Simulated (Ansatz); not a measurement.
# A geometry optimisation of FGaHPSi with B3LYP/6-31G*

The starting geometry of this gas-phase singlet was optimised with GFN2-xTB.

```xyz
5

F    -0.5843   -0.7777    0.3117
Ga   -0.1915    0.9678    0.5575
P     0.8961    1.7588    2.4828
Si    0.1890   -0.1678    3.0399
H    -0.6937    1.6017   -0.8000
```

Task: Predict what it relaxes into with B3LYP/6-31G*.

Result: A new bond forms, giving a structure with F1 bridging Ga2 and Si4, given below by its coordinates. Distances that change by over a tenth: F1–Ga2 (1.81 → 2.05 Å). Contacts that close: F1–Si4 (2.90 → 1.83 Å).

The energy falls by 0.55 eV over 11 steps:

| step | E − E(last) (eV) |
| --- | --- |
| 1 | 0.547 |
| 2 | 0.387 |
| 3 | 0.337 |
| 4 | 0.234 |
| 5 | 0.126 |
| 7 | 0.011 |
| 8 | 0.002 |
| 9 | 0.000 |
| 10 | 0.000 |
| 11 | 0.000 |

Final geometry (Å):

```yaml
atoms:
  - { symbol: F, position_ang: [-0.5329, -0.6285, 0.9715] }
  - { symbol: Ga, position_ang: [-0.1388, 1.3260, 0.4830] }
  - { symbol: P, position_ang: [0.7737, 1.6542, 2.4738] }
  - { symbol: Si, position_ang: [0.1972, -0.4638, 2.6397] }
  - { symbol: H, position_ang: [-0.6836, 1.4949, -0.9760] }
```

Frequencies at the end are all real (lowest 83 cm⁻¹). Run with Ansatz 0.2.0, 35 s on 2 threads of Intel(R) Xeon(R) Platinum 8259CL CPU @ 2.50GHz (Skylake/Cascade Lake) (shared host).
